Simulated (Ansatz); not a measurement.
**Energy profile**

The step: SnH₂Cl₂O₂ ([OH][Sn]([OH])([Cl])[Cl]) → SnCl₂O ([O][Sn]([Cl])[Cl]) + H₂O (still joined by a long Sn–O bond); bonds formed: O2–H4; bonds broken: O3–H4; bonds weakened to dative contacts: Sn1–O2 (atoms numbered as in the saddle structure below).

Sn1  (-0.600, -0.344, -0.484)
O2  (0.854, 0.832, 0.615)
O3  (1.046, -0.553, -1.338)
H4  (1.381, 0.308, -0.201)
Cl5  (-2.335, 1.007, -1.122)
Cl6  (-1.503, -1.806, 1.045)
H7  (1.158, 0.555, 1.486)
(Å)

Electronic energies by CCSD(T) at an estimated basis limit (MP2 extrapolated from triple and quadruple zeta, plus CCSD(T) − MP2 in triple zeta), on PBE0-D4/def2-TZVP structures; SnH$_{2}$Cl$_{2}$O$_{2}$, singlet; no counterpoise correction. Program: Ansatz 0.2.0. Basis: def2-TZVPP and def2-QZVPP. Cores are frozen in the correlated methods. Filled d shells of the heavier atoms are correlated. Core potentials replace the inner electrons of the atoms past krypton. The def2 sets are not built for correlating such inner shells, so the correlated values are less sure here. Extrapolation: Hartree–Fock as exp(−7.88 √X), correlation as X^−2.97.

Question: Give the profile in eV, counted from the start structure. (Judge from chemistry; the value comes from the calculation.)

Answer: The calculation gives:
| point | eV |
| --- | --- |
| start structure | 0.000 |
| saddle | 1.947 |
| end structure | 1.776 |
| separated: SnCl$_{2}$O (linked as [O][Sn]([Cl])[Cl]; Sn1, O3, Cl5, Cl6; singlet) + H$_{2}$O (O2, H4, H7; singlet) | 2.675 |

No T1 diagnostic of these runs exceeds 0.022.

For scale, one of the runs: CCSD(T)/def2-TZVPP, 224 basis functions, launched by `ansatz run in.yaml --threads 8 --pin off --events-out ev --progress --plain --max-ram 19148MiB`. Hardware: 8 CPU threads of an Intel Xeon Platinum 8488C, shared host. Wall time 49 s; peak host memory 4 GiB.
